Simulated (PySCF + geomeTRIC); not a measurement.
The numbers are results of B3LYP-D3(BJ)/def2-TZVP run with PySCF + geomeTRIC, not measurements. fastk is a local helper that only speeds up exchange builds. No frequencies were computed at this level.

```python
import json, numpy as np
from pyscf import gto, dft
from fastk import lowrank_exchange
atoms = """
F     -0.819029     1.224667    -0.052786
C     -0.480823    -0.089455     0.028502
S      1.156640    -0.413709    -0.692855
H     -0.492370    -0.373552     1.083846
H     -1.204267    -0.666165    -0.552322
H      1.839850     0.318214     0.185617
"""
def scf(charge, spin, dm0=None):
    mol = gto.M(atom=atoms, basis='def2-tzvp', ecp={}, charge=charge, spin=spin, verbose=3, max_memory=5040)
    mf = dft.KS(mol, xc='b3lyp').density_fit(auxbasis="def2-universal-jkfit")
    mf.disp = 'd3bj'
    mf.grids.level = 3
    mf.conv_tol = 1e-8
    mf.max_cycle = 60
    mf.kernel(dm0)
    if not mf.converged:
        mf = mf.newton().run(mf.mo_coeff, mf.mo_occ).undo_soscf()
    return mf
mf = scf(0, 0)
from pyscf.geomopt.geometric_solver import kernel as optimize
path = []
done, mol = optimize(mf, maxsteps=80, assert_convergence=False, callback=lambda env: path.append((env["energy"], bool(env["g_scanner"].converged))))
res = dict(converged=bool(done and path[-1][1]), energy=path[-1][0], path=[e for e, c in path], xyz=mol.atom_coords(unit="Angstrom").tolist(), nao=mol.nao)
json.dump(res, open("result.json", "w"))
```

Output:

```
converged SCF energy = -538.032249375225
Geometry optimization cycle 1
converged SCF energy = -538.032249375151
cycle 1: E = -538.032249375  dE = -538.032  norm(grad) = 0.0259611
Geometry optimization cycle 2
converged SCF energy = -538.03298958496
cycle 2: E = -538.032989585  dE = -0.00074021  norm(grad) = 0.00964698
Geometry optimization cycle 3
converged SCF energy = -538.033204849734
cycle 3: E = -538.03320485  dE = -0.000215265  norm(grad) = 0.00403747
Geometry optimization cycle 4
converged SCF energy = -538.033302610562
cycle 4: E = -538.033302611  dE = -9.77608e-05  norm(grad) = 0.0027041
Geometry optimization cycle 5
converged SCF energy = -538.033314784331
cycle 5: E = -538.033314784  dE = -1.21738e-05  norm(grad) = 0.00175935
Geometry optimization cycle 6
converged SCF energy = -538.033320103141
cycle 6: E = -538.033320103  dE = -5.31881e-06  norm(grad) = 0.000616663
Geometry optimization cycle 7
converged SCF energy = -538.033320674739
cycle 7: E = -538.033320675  dE = -5.71598e-07  norm(grad) = 0.000173195
Geometry optimization cycle 8
converged SCF energy = -538.03332075379
cycle 8: E = -538.033320754  dE = -7.9051e-08  norm(grad) = 0.000184424
<class 'geometric.internal.Distance'> : 5
<class 'geometric.internal.Angle'> : 7
<class 'geometric.internal.Dihedral'> : 3
<class 'geometric.internal.TranslationX'> : 1
<class 'geometric.internal.TranslationY'> : 1
<class 'geometric.internal.TranslationZ'> : 1
<class 'geometric.internal.RotationA'> : 1
<class 'geometric.internal.RotationB'> : 1
<class 'geometric.internal.RotationC'> : 1
Step    0 : Gradient = 1.060e-02/1.819e-02 (rms/max) Energy = -538.0322493752
Step    1 : Displace = 2.571e-02/3.573e-02 (rms/max) Trust = 1.000e-01 (=) Grad = 3.938e-03/7.904e-03 (rms/max) E (change) = -538.0329895850 (-7.402e-04) Quality = 1.143
Step    2 : Displace = 2.190e-02/3.662e-02 (rms/max) Trust = 1.414e-01 (+) Grad = 1.648e-03/2.712e-03 (rms/max) E (change) = -538.0332048497 (-2.153e-04) Quality = 1.409
Step    3 : Displace = 2.495e-02/4.002e-02 (rms/max) Trust = 2.000e-01 (+) Grad = 1.104e-03/1.783e-03 (rms/max) E (change) = -538.0333026106 (-9.776e-05) Quality = 1.100
Step    4 : Displace = 5.712e-03/8.854e-03 (rms/max) Trust = 2.828e-01 (+) Grad = 7.183e-04/1.401e-03 (rms/max) E (change) = -538.0333147843 (-1.217e-05) Quality = 1.385
Step    5 : Displace = 4.935e-03/7.779e-03 (rms/max) Trust = 3.000e-01 (+) Grad = 2.518e-04/5.012e-04 (rms/max) E (change) = -538.0333201031 (-5.319e-06) Quality = 1.158
Step    6 : Displace = 1.168e-03/1.825e-03 (rms/max) Trust = 3.000e-01 (=) Grad = 7.071e-05/1.079e-04 (rms/max) E (change) = -538.0333206747 (-5.716e-07) Quality = 0.949
Step    7 : Displace = 4.349e-04/6.257e-04 (rms/max) Trust = 3.000e-01 (=) Grad = 7.529e-05/1.421e-04 (rms/max) E (change) = -538.0333207538 (-7.905e-08) Quality = 0.309
Converged! =D
```

Cost: about 60 core-seconds (a rough figure).
